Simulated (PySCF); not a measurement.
## Electronic structure of Cl²⁺ (chlorine, charge +2) at the UHF level

Configuration: [Ne] 3s2 3p3, high-spin 4S determinant. Calculation: PySCF 2.14, in x2c-TZVPPall; the spin-free X2C one-electron Hamiltonian (Gaussian nucleus).

```
Total energy                        : -459.626124 hartree
One-electron energy                 : -620.5923 hartree
Hartree (Coulomb) energy            : 188.0264 hartree
Exchange energy                     : -27.0602 hartree
⟨S²⟩                                : 3.7508
⟨L²⟩                                : 0.000
Sum of ⟨r⟩                          : 11.19 bohr
Sum of ⟨r²⟩                         : 15.47 bohr²
Langevin diamagnetic susceptibility : -12.3 ×10⁻⁶ cm³/mol
```

| shell | electrons | mean orbital energy (hartree) | rms radius, mean of both spins (bohr) |
| --- | --- | --- | --- |
| 1s α | 1 | -106.31600 | 0.105 |
| 1s β | 1 | -106.27039 | 0.105 |
| 2s α | 1 | -11.70621 | 0.478 |
| 2s β | 1 | -11.66490 | 0.478 |
| 2p α | 3 | -9.12002 | 0.450 |
| 2p β | 3 | -9.04295 | 0.450 |
| 3s α | 1 | -2.12115 | 1.56 |
| 3s β | 1 | -1.71821 | 1.56 |
| 3p α | 3 | -1.45804 | 1.72 |

Densities and radii are taken from the X2C orbitals without a picture-change correction, which distorts them close to the nucleus.

Spin-orbit constants ζ (cm⁻¹) from the X2C one-electron operator on these orbitals: bare nucleus, nucleus screened by l(l+1)(2l+1)/3 electrons, and screened by the Breit-Pauli mean field of the electrons.

```csv
shell,bare,screened nucleus,mean field
2p,10030,8848,8311
3p,906.7,800.1,744.9
```
